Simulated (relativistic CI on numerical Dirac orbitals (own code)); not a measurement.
# Pm3+ (4f4) in a crystal field

Calculated by Dirac-Coulomb-Breit CI, separate exchange-only KLI orbitals for each configuration, a model potential for QED, valence Slater integrals scaled by 0.8, one configuration in a parametric crystal field (own radial code).

Field parameters in Wybourne normalisation; cubic f-shell fields have B⁴₄ = √(5/14) B⁴₀ and B⁶₄ = −√(7/2) B⁶₀. The field is a parameter set, without covalency.

S is read from ⟨S²⟩ = S(S + 1).

Levels (cm⁻¹, degeneracy): 0 (1), 257 (3), 536 (2), 561 (3), 1768 (3), 1915 (3), 1976 (2), 1983 (3), 3305 (1), 3392 (3), 3487 (2), 3537 (3).

(1) Which field gives this pattern?
A. Oh, B40 = 2720, B60 = 510 cm⁻¹
B. Oh, B40 = -2650, B60 = 570 cm⁻¹
C. Oh, B40 = 2570, B60 = 520 cm⁻¹
D. Oh, B40 = 2470, B60 = 370 cm⁻¹

Answers

(1) B. Oh, B40 = -2650, B60 = 570 cm⁻¹, ground level with S = 1.98.
